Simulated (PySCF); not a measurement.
Sn(H)2(Br)(OH) (BrH3OSn), SMILES [OH][SnH2][Br]. Coordinates come from a r2SCAN-D4/def2-SVP optimisation. The def2 effective core potentials stand for the cores of Sn; spin–orbit coupling is left out. Other conformers were not sampled.

Level of theory: r2SCAN-D4/def2-SVP (PySCF 2.14.0).

Harmonic wavenumbers (cm⁻¹): 120, 200, 256, 417, 511, 621, 642, 670, 850, 1921, 1971, 3834. Rotational constants (GHz): 8.891, 1.418, 1.252; symmetry number 1.

Work out the zero-point energy and the ideal-gas rigid-rotor harmonic-oscillator thermochemistry at 298.15 K and 1 atm.

ZPE = ½ Σ hcν = ½ × 12013 cm⁻¹ = 17.17 kcal/mol. H − E(el) = 21.25 kcal/mol. Entropy in cal/(mol K): translation 42.04, rotation 27.41, vibration 9.78, total 79.23. G − E(el) = -2.37 kcal/mol. Cp = 19.55 cal/(mol K). Modes under 150 cm⁻¹ make the vibrational entropy uncertain.
